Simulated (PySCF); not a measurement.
SMILES C(=O)(OC)C[Si](C)(C)C (C₆H₁₄O₂Si), GFN2-xTB optimised geometry.

```
23

C      1.75    -2.69    -2.81
O      0.89    -1.57    -2.62
C     -0.16    -1.72    -1.79
O     -0.41    -2.75    -1.21
C     -0.90    -0.45    -1.63
Si    -0.28     0.39     0.00
C     -0.96    -0.62     1.47
C      1.63     0.39     0.00
C     -0.95     2.17     0.00
H      2.75    -2.41    -2.48
H      1.76    -2.94    -3.87
H      1.39    -3.53    -2.22
H     -0.71     0.19    -2.49
H     -1.96    -0.66    -1.54
H     -2.03    -0.45     1.60
H     -0.82    -1.68     1.29
H     -0.47    -0.36     2.40
H      2.01    -0.62     0.14
H      2.02     0.76    -0.94
H      2.03     1.00     0.80
H     -0.54     2.75    -0.82
H     -2.03     2.20    -0.09
H     -0.68     2.68     0.92
```

Density from PBE/def2-SVP (PySCF 2.14.0) at that geometry.

Minimum of the electron density along straight lines between bonded atoms, close to the bond critical point (lines longer than 1.1 times the sum of covalent radii, or with two minima, are not listed):

| bond | length / Å | ρ at the minimum / e bohr⁻³ | ∇²ρ there / e bohr⁻⁵ | position (fraction from the first atom) |
|---|---|---|---|---|
| C1–O2 | 1.419 | 0.248 | -0.35 | 0.35 |
| O2–C3 | 1.348 | 0.297 | -0.41 | 0.66 |
| C3–O4 | 1.206 | 0.415 | 0.30 | 0.33 |
| C3–C5 | 1.481 | 0.264 | -0.61 | 0.52 |
| C5–Si6 | 1.933 | 0.102 | 0.27 | 0.62 |
| Si6–C7 | 1.904 | 0.110 | 0.29 | 0.38 |
| Si6–C8 | 1.906 | 0.110 | 0.29 | 0.38 |
| Si6–C9 | 1.907 | 0.109 | 0.29 | 0.38 |
| C1–H10 | 1.091 | 0.279 | -1.05 | 0.64 |
| C1–H11 | 1.090 | 0.279 | -1.05 | 0.64 |
| C1–H12 | 1.092 | 0.281 | -1.09 | 0.66 |
| C5–H13 | 1.086 | 0.273 | -0.97 | 0.63 |
| C5–H14 | 1.086 | 0.271 | -0.97 | 0.63 |
| C7–H15 | 1.086 | 0.269 | -0.94 | 0.63 |
| C7–H16 | 1.086 | 0.271 | -0.97 | 0.63 |
| C7–H17 | 1.086 | 0.269 | -0.94 | 0.63 |
| C8–H18 | 1.086 | 0.270 | -0.95 | 0.63 |
| C8–H19 | 1.086 | 0.270 | -0.95 | 0.63 |
| C8–H20 | 1.086 | 0.269 | -0.95 | 0.63 |
| C9–H21 | 1.086 | 0.270 | -0.95 | 0.63 |
| C9–H22 | 1.085 | 0.270 | -0.95 | 0.63 |
| C9–H23 | 1.085 | 0.270 | -0.95 | 0.63 |
